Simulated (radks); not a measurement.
All-electron atom: Tm+ in [Xe] 4f13 6s1 (the NIST ground configuration).

Method: scalar-relativistic Kohn-Sham, r2SCAN, spin-polarised, spherical densities, finite nucleus; open shells are filled with parallel spins first (spin-orbit coupling, left out, can overturn this in heavy ions); meta-GGA in the generalised Kohn-Sham scheme; Fermi nuclear charge, rms radius 5.2256 fm; hard spherical wall at 20 bohr; computed with a radial shooting solver on a logarithmic mesh with Libxc functionals.

Energy parts (hartree):
part                       energy
total                 -13567.1841
kinetic                14744.3585
electron-nucleus      -33328.7653
Hartree                 5302.7108
exchange-correlation    -285.4881

Orbitals (lengths in bohr, moments of r in powers of bohr; r(max) is where P^2 peaks):
orbital  occ.  eigenvalue (hartree)       <r^4>      <r^2>   r(max)
1s up       1             -2181.654   8.090e-07  0.0005487  0.01261
1s down     1             -2181.654   8.090e-07  0.0005487  0.01261
2s up       1             -369.1485   0.0001250   0.008514  0.07186
2s down     1             -369.1483   0.0001250   0.008514  0.07186
2p up       3             -325.8543  0.00009557   0.006947  0.05855
2p down     3             -325.8540  0.00009557   0.006947  0.05855
3s up       1             -83.48421    0.004677    0.05567   0.2030
3s down     1             -83.46300    0.004674    0.05566   0.2030
3p up       3             -70.30848    0.004963    0.05617   0.2000
3p down     3             -70.28723    0.004959    0.05615   0.2000
3d up       5             -54.02435    0.003896    0.04689   0.1635
3d down     5             -54.00800    0.003892    0.04687   0.1634
4s up       1             -16.83301      0.1140     0.2800   0.4645
4s down     1             -16.78886      0.1140     0.2800   0.4645
4p up       3             -12.48441      0.1512     0.3177   0.4857
4p down     3             -12.44062      0.1513     0.3177   0.4857
4d up       5              -6.68288      0.2363     0.3798   0.5015
4d down     5              -6.63905      0.2369     0.3801   0.5015
5s up       1              -2.27261       4.394      1.709    1.092
5s down     1              -2.25273       4.445      1.721    1.095
5p up       3              -1.27518       9.669      2.452    1.251
5p down     3              -1.26100       9.418      2.442    1.256
4f up       7              -0.37050       2.933     0.8841   0.4969
6s up       1              -0.35500       312.3      14.49    3.171
4f down     6              -0.33070       3.154     0.9060   0.4974
6s down     0              -0.29241       425.1      16.25    3.197
5d up       0              -0.24271       183.9      9.638    1.962
5d down     0              -0.21561       530.9      13.98    1.889
6p up       0              -0.20922       738.0      22.36    3.891

The highest occupied level is 4f down at -8.999 eV. Spin moment in Bohr magnetons: 2. Summed over all electrons, <r^2> = 51.47 bohr^2, which gives a Langevin (diamagnetic) susceptibility term of -40.8 x 10^-6 cm^3/mol. The electron density at the nucleus is 1.002e+06 e/bohr^3 (large components only). The pressure on the wall is 4.62e-10 GPa.
